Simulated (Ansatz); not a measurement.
## Ansatz (development build ahead of 0.2.0) run

```yaml
crystal:
  periodic: [false, false, false]
  atoms:
    - { symbol: Li, position_ang: [1.34, 0.0, 3.8] }
    - { symbol: Li, position_ang: [-1.34, 0.0, 3.8] }
    - { symbol: Li, position_ang: [1.34, 0.0, 0.0] }
    - { symbol: Li, position_ang: [-1.34, 0.0, 0.0] }
basis:
  gaussian: { orbitals: "6-31G" }
hamiltonian:
  xc: hf
```

The input is written out in the form of the current development build from the run's settings.

Results

```
Converged                       : yes
Total energy                    : -29.72377 hartree
Spin squared of the determinant : 0.000
```

Caution: stretched shape with no unrestricted run beside it, a lower state can exist.
